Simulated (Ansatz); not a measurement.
Input for Ansatz (an electronic-structure program): R-CCSD(T)/def2-TZVPP on C4H12Si (SMILES C[Si](C)(C)C).

Ansatz 0.2 input:
```yaml
crystal:
  periodic: [false, false, false]
  atoms:
    - {symbol: Si, position_ang: [-0.00000598, -0.00001233, -0.00000225]}
    - {symbol: C, position_ang: [1.11740130, 1.11384285, 1.03929441]}
    - {symbol: H, position_ang: [1.72352657, 1.77730432, 0.40036120]}
    - {symbol: H, position_ang: [0.52543144, 1.75031866, 1.71772417]}
    - {symbol: H, position_ang: [1.80993936, 0.51827398, 1.65694335]}
    - {symbol: C, position_ang: [1.06127233, -1.06722653, -1.14199782]}
    - {symbol: H, position_ang: [1.75011214, -1.70557594, -0.56423085]}
    - {symbol: H, position_ang: [0.43553727, -1.72715506, -1.76549961]}
    - {symbol: H, position_ang: [1.66921784, -0.44385746, -1.81847225]}
    - {symbol: C, position_ang: [-1.16399306, 1.06719927, -1.03711569]}
    - {symbol: H, position_ang: [-0.59969411, 1.73132400, -1.71261929]}
    - {symbol: H, position_ang: [-1.82896154, 0.44388914, -1.65768367]}
    - {symbol: H, position_ang: [-1.79944518, 1.70126428, -0.39682805]}
    - {symbol: C, position_ang: [-1.01470321, -1.11384156, 1.13981626]}
    - {symbol: H, position_ang: [-1.64890203, -0.51829341, 1.81725339]}
    - {symbol: H, position_ang: [-1.67547055, -1.78009256, 0.56076432]}
    - {symbol: H, position_ang: [-0.36136257, -1.74746164, 1.76229239]}
basis:
  gaussian:
    orbitals: def2-TZVPP
magnetization: {spin_polarized: false}
correlation: {method: ccsd_t, electrons: outside_noble_gas}
scf: {lower_state_search: off}
```

Program output:

```
WARN ansatz: RAYON_NUM_THREADS=8 ignored (pool sized by the plan → 8); use --threads N
Functional definition: HF
these checks for a lower state are left out or cut short: stability, starts, cluster_reference, orbital_swaps, neighbouring_geometries, increment
integrals: 3.68 GiB planned
1881 factors; integrals over basis functions are off by at most 7.4e-4 eV
mean field: 1.45 GiB planned
mean field evaluation 1: about -12172.0675 eV, gradient 4.4e1 eV
mean field evaluation 2: about -12172.2572 eV, gradient 4.4e1 eV
mean field evaluation 4: about -12177.2477 eV, gradient 3.5e0 eV
mean field evaluation 8: about -12177.3079 eV, gradient 1.7e-1 eV
mean field -12177.30800984 eV, -447.5078152857 hartree, gradient 1.0e-6 eV, S^2 0.000000; 0 other end points of the search recorded, 0 dependent functions left out
9 core orbitals not correlated
reference -12177.30800984 eV, -447.5078152857 hartree; 16, 16 occupied and 309, 309 virtual orbitals, 1881 factors
second order -23.07306826 eV of doubles, -0.00000000 eV of singles
coupled cluster: 14.78 GiB planned
cycle   1  -24.26321912 eV  change    -1.2e0 eV  update   9.1e-2
cycle   2  -24.82599286 eV  change   -5.6e-1 eV  update   2.6e-2
cycle   3  -24.89751511 eV  change   -7.2e-2 eV  update   8.9e-3
cycle   4  -24.89527638 eV  change    2.2e-3 eV  update   2.1e-3
cycle   5  -24.89522465 eV  change    5.2e-5 eV  update   6.2e-4
cycle   6  -24.89520704 eV  change    1.8e-5 eV  update   1.9e-4
cycle   7  -24.89519152 eV  change    1.6e-5 eV  update   5.6e-5
cycle   8  -24.89520700 eV  change   -1.5e-5 eV  update   1.9e-5
perturbative correction -0.94736619 eV, -0.0348150652 hartree
Total energy: -12203.15058303 eV, -448.4575123338 hartree
Checks for a lower state left out: stability, starts, cluster_reference, orbital_swaps, neighbouring_geometries, increment
```

Self-consistency was reached.

Cost: very roughly 25 core-minutes.
